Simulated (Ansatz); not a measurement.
`CS[SiH](O)O` + `N[SiH2]F` → `O[SiH](O)N[SiH2]F` + CH₃SH  (ligand exchange at the Si–S bond)

Computed with Ansatz on PBE0-D4/def2-TZVP structures; ΔE is electronic, products minus reactants. CCSD(T)/CBS adds triple-zeta CCSD(T) − MP2 to the extrapolated MP2 energy (def2 sets, frozen cores). This one scheme is used for every species. DFT in def2-TZVPP. B3LYP here is the variant with VWN-RPA as its local correlation; programs differ in this. Each species was taken in one conformer, which may not be the lowest.

`CS[SiH](O)O`:

```xyz
11

C     0.072   -0.202   -1.940
S    -1.191   -0.132   -0.634
Si    0.095   -0.088    1.057
O    -0.857   -0.279    2.376
O     0.939    1.299    1.225
H    -0.454   -0.362   -2.880
H     0.627    0.734   -1.994
H     0.759   -1.031   -1.774
H     1.140   -1.126    0.911
H    -1.566   -0.922    2.322
H     0.435    2.109    1.331
```

`N[SiH2]F`:

Z-matrix (Å, degrees):
```
Si
F 1 1.605
N 1 1.696 2 114.6
H 1 1.479 2 105.8 3 -119.3
H 1 1.479 2 105.8 3 119.3
H 3 1.006 1 122.0 2 77.5
H 3 1.006 1 122.0 2 -77.5
```

`O[SiH](O)N[SiH2]F`:

```xyz
12

O    -1.563    0.152   -1.988
Si   -0.223    0.585   -1.155
O     1.128   -0.285   -1.461
N    -0.521    0.424    0.540
Si    0.578   -0.197    1.690
F     0.903   -1.737    1.353
H    -1.955   -0.705   -1.809
H     0.064    1.955   -1.605
H     1.200   -1.175   -1.111
H    -1.449    0.644    0.870
H     1.887    0.486    1.646
H    -0.049   -0.147    3.030
```

CH₃SH:

```xyz
6

C     0.307   -0.198   -0.329
S    -0.582    1.151    0.480
H     0.981   -0.703    0.362
H     0.900    0.261   -1.120
H    -0.378   -0.914   -0.781
H    -1.228    0.403    1.387
```

Is it downhill or uphill in electronic energy at CCSD(T)/CBS, and by how much? (Estimate.)

Computed: Downhill: ΔE = -2.8 kcal/mol.

What do these levels give: PBE-D4, PBE0-D4, B3LYP, CCSD(T)/def2-TZVPP, SCS-MP2/def2-QZVPP, HF/CBS(def2)? (Estimate.)

The calculation gave: PBE-D4 -0.2, PBE0-D4 -1.1, B3LYP -2.4, CCSD(T)/def2-TZVPP -3.7, SCS-MP2/def2-QZVPP -3.1, HF/CBS(def2) -5.0 kcal/mol.

Largest T1 diagnostic among the species: 0.012.

In def2-TZVPP, CCSD(T) changes the Hartree–Fock value by +1.1 kcal/mol (the triples alone add +0.4 kcal/mol) and MP2 by +2.1 kcal/mol. From PBE to PBE0 (25 % exact exchange), in def2-TZVPP and without D4, ΔE moves by −0.9 kcal/mol.
